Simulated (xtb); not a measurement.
Mg(Br)(OSiH3) (BrH3MgOSi), SMILES [O]([Mg][Br])[SiH3]. All values are semi-empirical tight-binding results from xtb (GFN2-xTB unless named), good for trends rather than for accurate numbers. Coordinates come from a GFN2-xTB optimisation. The structure was generated by enumeration; whether it is a known compound was not checked. The values are those of a single conformer.

The geometry has at least one imaginary mode, so it is a saddle point at that level.

For metal compounds this method's bond lengths and energies can be far off.

Computed properties:
- point group as xtb finds it: Cs
- orbital gap: 1.95 eV
